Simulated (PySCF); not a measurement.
Species: CH2B2Cl2F2.
Cartesian coordinates in Å at the PBE0-D3(BJ)/def2-SVP level; atoms count from 1:
```xyz
9
CH2B2Cl2F2 angstrom
F      1.688    1.525   -0.611
B      1.269    0.325   -0.256
F      1.895   -0.249    0.752
C      0.064   -0.369   -0.969
B     -1.211   -0.079   -0.120
Cl    -1.718   -1.170    1.153
Cl    -2.138    1.386   -0.370
H      0.251   -1.452   -1.006
H     -0.045    0.056   -1.977
```

The computed photoelectron lines, unassigned: B 1s: 198.72 (area 1), 199.89 (area 1) eV; C 1s: 291.03 eV; F 1s: 693.84 eV; Cl 1s: 2829.34 eV; Cl 2p3/2: 206.76 eV.

Method: delta-SCF UKS SCAN, pcX-2 on the ionised atom, pcseg-1 elsewhere, spin-free X2C (PySCF 2.14.0). One conformer (not necessarily the lowest) at the PBE0-D3(BJ)/def2-SVP geometry, without solvent, vibrations or thermal averaging.

Question: Order the boron atoms by B 1s binding energy.

Answer: 198.72 eV: B5 (three-coordinate boron); 199.89 eV: B2 (three-coordinate boron). The listed B 1s values span 1.17 eV, from B5 (bonded to 2 Cl and C) to B2 (bonded to 2 F and C).

Bonded neighbours of each site: F1/F3: B; B2: 2 F and C; C4: 2 H and 2 B; B5: 2 Cl and C; Cl6/Cl7: B.

Question: What is the longest wavelength that can ionise C 1s of C4 vertically?

Answer: λ = hc/E = 12398.42 eV Å / 291.03 eV = 42.602 Å.

Topologically equivalent atoms share the value of their first member; where this conformer doesn't relate them by symmetry, their own values could differ. Spin–orbit coupling isn't in the SCF: each 2p doublet comes from a relaxed spin-free hole plus a matrix of the shell (mean-field spin–orbit coupling and the ground-state 2p splitting), with 2p3/2 averaged over its two sublevels. 2p1/2 minus 2p3/2 (ligand field included): Cl 1.65 eV.
